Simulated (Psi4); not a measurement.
A dimer, BF3 ··· CH3Br (SMILES FB(F)F and CBr); the first 4 atoms form monomer A.

```
9

F      1.1917    -0.5584     0.0001
B      0.0001     0.0000    -0.0001
F     -1.0789    -0.7526    -0.0002
F     -0.1130     1.3109     0.0002
C      1.6756     1.3914    -2.5049
Br     0.2037     0.1341    -2.7951
H      1.2450     2.3324    -2.1814
H      2.2025     1.5034    -3.4458
H      2.3206     0.9716    -1.7411
```

Problem. What interaction energy does SAPT0/jun-cc-pVDZ, frozen core (Psi4) give, and which attractive term is the largest?

Solution. Total 0.05 kcal/mol: electrostatics -11.08, exchange 18.95, induction -3.73, dispersion -4.09. The most attractive term is electrostatics.
